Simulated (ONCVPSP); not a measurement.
**N (Z = 7), ONCV: configuration errors across variants**

- Element: nitrogen (N)
- Generator: ONCVPSP 4.0.1
- Type: optimised norm-conserving Vanderbilt (ONCV)
- Functional: PBE
- Relativity: scalar-relativistic
- Frozen core: [He]
- Valence charge: 5
- Reference configuration: 2s1.5 2p3.5
- Partial waves: 2s: rc 0.85 bohr, ncon 4, nbas 9, qcut 6.2 1/bohr, 2 projectors, debl 3.5 Ha; 2p: rc 1.90 bohr, ncon 4, nbas 7, qcut 7 1/bohr, 2 projectors, debl 1 Ha; d scattering state at 0.32 Ha: rc 1.65 bohr, ncon 4, nbas 8, qcut 6.8 1/bohr, 2 projectors, debl 1.2 Ha
- Local potential: polynomial inside 0.60 bohr (lpopt 5, dvloc0 0 Ha)
- Core correction: none

All-electron excitation energies from the reference (eV): (1) 2s2 2p3 -5.750; (2) 2s2 2p2 7.841; (3) 2s2 2p1 36.695.

1 further variants failed, have other tests or too few solved ones, and are left out.

A true bound ghost makes a file unfit for plane-wave use even where its test errors are small: the radial tests pick states by their node count and pass the ghost by.

Errors AE − PS in meV (a dash: test not solved or not reliable):

| change | (1) | (2) | (3) | bound ghosts | GHOST(+) flags above zero |
| --- | --- | --- | --- | --- | --- |
| base | +0.4 | +87 | +495 | none | none |
| s: nproj 3 | +0.4 | +87 | +495 | s | s |
| s: debl 2.15 | +0.4 | +87 | +495 | none | none |
| p: qcut 5.7 | -0.5 | +119 | +672 | none | none |
| local potential polynomial inside 0.70 bohr (lpopt 5, dvloc0 -1 Ha) | +0.4 | +87 | +495 | none | none |
| s: rc 0.74 | -0.2 | +85 | +490 | none | s |
| core correction Teter function fitted to the true core (icmod 2), fcfact 0.55 | -0.6 | +86 | +495 | none | none |
| all radii scaled by about 1.13 (s 0.96, p 2.14, d 1.86 bohr); local potential polynomial inside 0.68 bohr (lpopt 5, dvloc0 0 Ha) | +0.1 | +129 | +707 | none | none |
| local potential polynomial inside 0.60 bohr (lpopt 5, dvloc0 -1 Ha) | +0.4 | +87 | +495 | none | d |
| p: qcut 6.8 | +0.3 | +91 | +517 | none | none |

(1) Give the same row for: p: rc 1.68.

Results:

(1) +1.2, +61, +354; bound ghosts: none; GHOST(+) flags above zero: none.
